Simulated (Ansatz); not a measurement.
Reaction (hydrogen abstraction from the Sb–H bond): `[SiH3][SbH][Cl]` + `[OH]`• → `[SiH3][Sb][Cl]`• + H₂O

Program: Ansatz. Geometries: PBE0-D4/def2-TZVP. ΔE: electronic, gas phase. CCSD(T)/CBS adds triple-zeta CCSD(T) − MP2 to the extrapolated MP2 energy (def2 sets, frozen cores). This one scheme is used for every species. Functionals use def2-TZVPP. B3LYP here is the variant with VWN-RPA as its local correlation; programs differ in this. Open shells (•) are unrestricted, without spin–orbit coupling. Elements past krypton have def2 core potentials. For Sb outer-core shells are correlated without core-valence functions, which leaves a few kJ/mol of doubt a bond.

| level | ΔE (eV) | difference from CCSD(T)/CBS |
| --- | --- | --- |
| LDA (SPW92) | -2.93 | -0.42 |
| PBE0 | -2.46 | 0.05 |
| B3LYP | -2.44 | 0.07 |
| r2SCANh | -2.41 | 0.10 |
| BHLYP | -2.27 | 0.24 |
| RPA@PBE/def2-TZVPP | -2.19 | 0.32 |
| CCSD/def2-SVP | -2.28 | 0.23 |
| CCSD/def2-TZVPP | -2.38 | 0.13 |
| HF/CBS(def2) | -1.80 | 0.71 |
| CCSD/CBS(def2) | -2.47 | 0.04 |
| CCSD(T)/CBS | -2.51 | 0 |

Largest T1 diagnostic among the species: 0.014.

From r2SCAN to r2SCAN0 (25 % exact exchange), in def2-TZVPP and without D4, ΔE moves by +0.07 eV. At CCSD(T), def2-SVP lies +0.21 eV from the extrapolated value and def2-TZVPP +0.09 eV. Leaving LDA and LC-ωPBE aside and taking each functional with its dispersion term where it has one, the values, not all of them listed here, spread over 0.32 eV, from PBE-D4 to BHLYP-D4. LDA lies −0.34 eV from PBE without D4.
